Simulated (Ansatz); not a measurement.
In14As14H34, a nanocrystal cut from wurtzite InAs (hydrogen-capped). Charge 0, multiplicity 1. Geometry PBE-D4/def2-SVP; atoms count from 1.

Cartesian coordinates in Å:
```
As 5.129 1.941 -0.719
In 5.724 -0.438 0.564
In 4.002 -1.595 -3.575
As 3.754 -1.590 -0.859
In 2.910 3.351 -0.163
As 3.035 3.060 2.546
In 1.124 1.748 -3.425
As 1.447 -0.785 -4.126
As 0.943 1.704 -0.769
In 1.408 -0.779 0.048
In 1.196 1.629 3.917
As 1.434 -0.751 2.746
In -0.438 -2.494 -3.353
As -0.529 -2.393 -0.705
In 0.166 -4.939 -0.171
In -0.281 -2.428 3.936
As 0.105 -4.717 2.591
As -1.445 2.409 -4.030
In -1.367 2.679 0.163
As -1.131 2.372 2.853
In -3.630 1.108 -3.081
As -2.803 -1.297 -4.007
As -3.297 0.973 -0.472
In -2.902 -1.582 0.185
In -2.978 0.886 4.098
As -2.527 -1.445 2.875
In -5.722 1.901 0.263
As -5.270 1.741 2.991
H 6.284 2.942 -0.763
H 5.067 1.676 -2.222
H 7.301 -0.928 0.027
H 5.203 -0.117 2.199
H 4.996 -0.205 -3.931
H 4.186 -3.235 -4.115
H 3.705 -3.056 -0.424
H 2.869 5.027 -0.619
H 4.389 2.446 2.894
H 3.259 4.402 3.244
H 2.229 2.916 -4.104
H 1.341 -0.754 -5.655
H 1.384 1.744 5.641
H 2.833 -1.223 3.145
H -0.373 -4.063 -4.111
H 1.864 -5.123 -0.511
H -1.153 -6.007 -0.542
H -0.197 -2.523 5.671
H 1.336 -5.350 3.240
H -0.905 -5.688 3.205
H -1.605 2.597 -5.540
H -1.614 3.883 -3.663
H -1.636 4.354 -0.255
H -1.350 3.767 3.447
H -5.105 1.669 -3.817
H -3.035 -1.343 -5.519
H -3.908 -2.288 -3.642
H -4.243 -2.625 -0.217
H -2.921 0.889 5.838
H -3.604 -2.351 3.477
H -5.796 3.611 -0.049
H -6.921 0.677 -0.038
H -5.570 3.067 3.690
H -6.367 0.944 3.698
```

In the def2 sets In takes a core potential; there is no spin–orbit coupling. Single mean-field runs in def2-SVP are fitted with def2-universal-jkfit.

(1) Estimate the Mulliken populations of the heavy atoms from the PBE0/def2-SVP orbitals of Ansatz.

(2) And the Mayer bond orders between heavy atoms (over 0.3)?

## Answers

(1) 
| atom | charge (e) |
| --- | --- |
| As1 | -0.16 |
| In2 | 0.26 |
| In3 | 0.27 |
| As4 | -0.31 |
| In5 | 0.33 |
| As6 | -0.14 |
| In7 | 0.32 |
| As8 | -0.31 |
| As9 | -0.45 |
| In10 | 0.41 |
| In11 | 0.33 |
| As12 | -0.31 |
| In13 | 0.34 |
| As14 | -0.45 |
| In15 | 0.27 |
| In16 | 0.32 |
| As17 | -0.14 |
| As18 | -0.16 |
| In19 | 0.33 |
| As20 | -0.32 |
| In21 | 0.33 |
| As22 | -0.16 |
| As23 | -0.45 |
| In24 | 0.34 |
| In25 | 0.31 |
| As26 | -0.32 |
| In27 | 0.26 |
| As28 | -0.13 |
Mulliken values depend strongly on the basis.

(2) As1–In2 0.58 (2.77 Å); As1–In5 0.75 (2.69 Å); In2–As4 0.74 (2.69 Å); In3–As4 0.66 (2.73 Å); In3–As8 0.64 (2.74 Å); As4–In10 0.83 (2.64 Å); In5–As6 0.65 (2.73 Å); In5–As9 0.83 (2.64 Å); As6–In11 0.69 (2.70 Å); In7–As8 0.82 (2.65 Å); In7–As9 0.79 (2.66 Å); In7–As18 0.65 (2.72 Å); As8–In13 0.79 (2.66 Å); As9–In10 0.78 (2.65 Å); As9–In19 0.74 (2.68 Å); In10–As12 0.71 (2.70 Å); In10–As14 0.82 (2.63 Å); In11–As12 0.79 (2.66 Å); In11–As20 0.80 (2.66 Å); As12–In16 0.76 (2.68 Å); In13–As14 0.82 (2.65 Å); In13–As22 0.63 (2.73 Å); As14–In15 0.72 (2.69 Å); As14–In24 0.77 (2.66 Å); In15–As17 0.56 (2.77 Å); In16–As17 0.76 (2.68 Å); In16–As26 0.78 (2.67 Å); As18–In21 0.68 (2.71 Å); In19–As20 0.69 (2.72 Å); In19–As23 0.79 (2.65 Å); As20–In25 0.77 (2.68 Å); In21–As22 0.69 (2.71 Å); In21–As23 0.87 (2.63 Å); As23–In24 0.76 (2.67 Å); As23–In27 0.71 (2.70 Å); In24–As26 0.69 (2.72 Å); In25–As26 0.78 (2.67 Å); In25–As28 0.75 (2.68 Å); In27–As28 0.56 (2.77 Å).
